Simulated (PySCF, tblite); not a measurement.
Parent: `[CH3:1][C:2](=[O:3])[c:4]1[o:5][cH:6][p:7][c:8]1[Cl:9]` with C1–C2–C4–O5 0°, C5H4ClO2P.

The geometries are computed with GFN2-xTB (gas phase). One conformer each, not checked by frequencies here.

| coordinate of the parent | value |
| --- | --- |
| C1–C2 | 1.506 Å |
| C2=O3 | 1.209 Å |
| C2–C4 | 1.472 Å |
| C4–O5 | 1.344 Å |
| O5–C6 | 1.330 Å |
| C6–P7 | 1.714 Å |
| P7–C8 | 1.777 Å |
| C8–Cl9 | 1.700 Å |
| C4–C8 | 1.381 Å |
| C1–C2–O3 | 123.6° |
| C1–C2–C4 | 114.2° |
| O3–C2–C4 | 122.2° |
| C2–C4–O5 | 118.7° |
| C2–C4–C8 | 128.3° |
| O5–C4–C8 | 113.0° |
| C4–O5–C6 | 112.0° |
| O5–C6–P7 | 116.9° |
| C6–P7–C8 | 86.1° |
| P7–C8–Cl9 | 123.9° |
| C4–C8–P7 | 111.9° |
| C4–C8–Cl9 | 124.1° |

How does the shared frame change in `[CH3:1][CH:2]([CH3:3])[c:4]1[o:5][cH:6][p:7][c:8]1[Cl:9]` with C1–C2–C4–O5 61°, C6H8ClOP? Atoms pair as C1 = C1, C2 = C2, C4 = C4, O5 = O5, C6 = C6, P7 = P7, C8 = C8, Cl9 = Cl9 (parent first).

```
   parent   relative  value in the relative  change
    C1–C2      C1–C2                1.530 Å  +0.024
    C2–C4      C2–C4                1.498 Å  +0.026
    C4–O5      C4–O5                1.337 Å  -0.007
    O5–C6      O5–C6                1.336 Å  +0.006
    C6–P7      C6–P7                1.707 Å  -0.007
    P7–C8      P7–C8                1.778 Å  +0.001
   C8–Cl9     C8–Cl9                1.718 Å  +0.018
    C4–C8      C4–C8                1.366 Å  -0.015
 C1–C2–C4   C1–C2–C4                 109.9°    -4.3
 C2–C4–O5   C2–C4–O5                 117.9°    -0.8
 C2–C4–C8   C2–C4–C8                 129.0°    +0.7
 O5–C4–C8   O5–C4–C8                 113.1°    +0.1
 C4–O5–C6   C4–O5–C6                 112.2°    +0.2
 O5–C6–P7   O5–C6–P7                 116.5°    -0.4
 C6–P7–C8   C6–P7–C8                  86.0°    -0.1
P7–C8–Cl9  P7–C8–Cl9                 124.2°    +0.3
 C4–C8–P7   C4–C8–P7                 112.2°    +0.3
C4–C8–Cl9  C4–C8–Cl9                 123.6°    -0.5
```

Of the parent's bonds, C2–C4 changes most (+0.026 Å). Bonds of the relative outside the shared frame: C2–C3 1.530 Å. Point group Cs → Cs.

How does the shared frame change in `[CH2:1]=[CH:2][c:3]1[o:4][cH:5][p:6][c:7]1[Cl:8]` with C1–C2–C3–O4 0°, C5H4ClOP? Atoms pair as C1 = C1, C2 = C2, C4 = C3, O5 = O4, C6 = C5, P7 = P6, C8 = C7, Cl9 = Cl8 (parent first).

| parent | relative | value in the relative | change |
| --- | --- | --- | --- |
| C1–C2 | C1=C2 | 1.329 Å | -0.177 |
| C2–C4 | C2–C3 | 1.443 Å | -0.029 |
| C4–O5 | C3–O4 | 1.341 Å | -0.003 |
| O5–C6 | O4–C5 | 1.333 Å | +0.003 |
| C6–P7 | C5–P6 | 1.710 Å | -0.004 |
| P7–C8 | P6–C7 | 1.773 Å | -0.004 |
| C8–Cl9 | C7–Cl8 | 1.714 Å | +0.014 |
| C4–C8 | C3–C7 | 1.377 Å | -0.004 |
| C1–C2–C4 | C1–C2–C3 | 123.7° | +9.5 |
| C2–C4–O5 | C2–C3–O4 | 119.5° | +0.8 |
| C2–C4–C8 | C2–C3–C7 | 127.7° | -0.6 |
| O5–C4–C8 | O4–C3–C7 | 112.7° | -0.3 |
| C4–O5–C6 | C3–O4–C5 | 112.2° | +0.2 |
| O5–C6–P7 | O4–C5–P6 | 116.8° | -0.1 |
| C6–P7–C8 | C5–P6–C7 | 86.1° | 0.0 |
| P7–C8–Cl9 | P6–C7–Cl8 | 124.2° | +0.3 |
| C4–C8–P7 | C3–C7–P6 | 112.3° | +0.4 |
| C4–C8–Cl9 | C3–C7–Cl8 | 123.6° | -0.5 |

Of the parent's bonds, C1–C2 changes most (-0.177 Å). Point group Cs → Cs.

How does the shared frame change in `[Cl:1][c:2]1[p:3][cH:4][o:5][c:6]1[CH:7]1[CH2:8][CH2:9]1` with O5–C6–C7–C8 35°, C6H6ClOP? Atoms pair as C4 = C6, O5 = O5, C6 = C4, P7 = P3, C8 = C2, Cl9 = Cl1 (parent first).

| parent | relative | value in the relative | change |
| --- | --- | --- | --- |
| C4–O5 | C6–O5 | 1.338 Å | -0.006 |
| O5–C6 | O5–C4 | 1.338 Å | +0.008 |
| C6–P7 | C4–P3 | 1.707 Å | -0.007 |
| P7–C8 | P3–C2 | 1.776 Å | -0.001 |
| C8–Cl9 | C2–Cl1 | 1.717 Å | +0.017 |
| C4–C8 | C6–C2 | 1.369 Å | -0.012 |
| O5–C4–C8 | O5–C6–C2 | 113.1° | +0.1 |
| C4–O5–C6 | C6–O5–C4 | 112.1° | +0.1 |
| O5–C6–P7 | O5–C4–P3 | 116.5° | -0.4 |
| C6–P7–C8 | C4–P3–C2 | 86.1° | 0.0 |
| P7–C8–Cl9 | P3–C2–Cl1 | 124.5° | +0.6 |
| C4–C8–P7 | C6–C2–P3 | 112.1° | +0.2 |
| C4–C8–Cl9 | C6–C2–Cl1 | 123.4° | -0.7 |

Of the parent's bonds, C8–Cl9 changes most (+0.017 Å). Bonds of the relative outside the shared frame: C6–C7 1.467, C7–C8 1.508, C8–C9 1.491, C7–C9 1.508 Å. Point group Cs → Cs.

How does the shared frame change in `[CH:1]#[C:2][c:3]1[o:4][cH:5][p:6][c:7]1[Cl:8]`, C5H2ClOP? Atoms pair as C1 = C1, C2 = C2, C4 = C3, O5 = O4, C6 = C5, P7 = P6, C8 = C7, Cl9 = Cl8 (parent first).

| parent | relative | value in the relative | change |
| --- | --- | --- | --- |
| C1–C2 | C1≡C2 | 1.201 Å | -0.305 |
| C2–C4 | C2–C3 | 1.406 Å | -0.066 |
| C4–O5 | C3–O4 | 1.341 Å | -0.003 |
| O5–C6 | O4–C5 | 1.333 Å | +0.003 |
| C6–P7 | C5–P6 | 1.712 Å | -0.002 |
| P7–C8 | P6–C7 | 1.774 Å | -0.003 |
| C8–Cl9 | C7–Cl8 | 1.713 Å | +0.013 |
| C4–C8 | C3–C7 | 1.377 Å | -0.004 |
| C1–C2–C4 | C1–C2–C3 | 178.7° | +64.5 |
| C2–C4–O5 | C2–C3–O4 | 119.5° | +0.8 |
| C2–C4–C8 | C2–C3–C7 | 127.0° | -1.3 |
| O5–C4–C8 | O4–C3–C7 | 113.6° | +0.6 |
| C4–O5–C6 | C3–O4–C5 | 111.7° | -0.3 |
| O5–C6–P7 | O4–C5–P6 | 116.9° | 0.0 |
| C6–P7–C8 | C5–P6–C7 | 86.3° | +0.2 |
| P7–C8–Cl9 | P6–C7–Cl8 | 125.2° | +1.3 |
| C4–C8–P7 | C3–C7–P6 | 111.6° | -0.3 |
| C4–C8–Cl9 | C3–C7–Cl8 | 123.2° | -0.9 |

Of the parent's bonds, C1–C2 changes most (-0.305 Å). Point group Cs → Cs.

How does the shared frame change in `[F:1][C:2]([F:3])([F:4])[c:5]1[o:6][cH:7][p:8][c:9]1[Cl:10]`, C4HClF3OP? Atoms pair as C2 = C2, C4 = C5, O5 = O6, C6 = C7, P7 = P8, C8 = C9, Cl9 = Cl10 (parent first).

```json
{"parent": "C2–C4", "relative": "C2–C5", "value in the relative": "1.499 Å", "change": "+0.027"}
{"parent": "C4–O5", "relative": "C5–O6", "value in the relative": "1.335 Å", "change": "-0.009"}
{"parent": "O5–C6", "relative": "O6–C7", "value in the relative": "1.333 Å", "change": "+0.003"}
{"parent": "C6–P7", "relative": "C7–P8", "value in the relative": "1.712 Å", "change": "-0.002"}
{"parent": "P7–C8", "relative": "P8–C9", "value in the relative": "1.782 Å", "change": "+0.005"}
{"parent": "C8–Cl9", "relative": "C9–Cl10", "value in the relative": "1.707 Å", "change": "+0.007"}
{"parent": "C4–C8", "relative": "C5–C9", "value in the relative": "1.369 Å", "change": "-0.012"}
{"parent": "C2–C4–O5", "relative": "C2–C5–O6", "value in the relative": "117.7°", "change": "-1.0"}
{"parent": "C2–C4–C8", "relative": "C2–C5–C9", "value in the relative": "127.6°", "change": "-0.7"}
{"parent": "O5–C4–C8", "relative": "O6–C5–C9", "value in the relative": "114.7°", "change": "+1.7"}
{"parent": "C4–O5–C6", "relative": "C5–O6–C7", "value in the relative": "111.2°", "change": "-0.8"}
{"parent": "O5–C6–P7", "relative": "O6–C7–P8", "value in the relative": "116.9°", "change": "0.0"}
{"parent": "C6–P7–C8", "relative": "C7–P8–C9", "value in the relative": "86.2°", "change": "+0.1"}
{"parent": "P7–C8–Cl9", "relative": "P8–C9–Cl10", "value in the relative": "125.3°", "change": "+1.4"}
{"parent": "C4–C8–P7", "relative": "C5–C9–P8", "value in the relative": "111.0°", "change": "-0.9"}
{"parent": "C4–C8–Cl9", "relative": "C5–C9–Cl10", "value in the relative": "123.7°", "change": "-0.4"}
```

Of the parent's bonds, C2–C4 changes most (+0.027 Å). Bonds of the relative outside the shared frame: F1–C2 1.334, C2–F3 1.342, C2–F4 1.342 Å. Point group Cs → Cs.
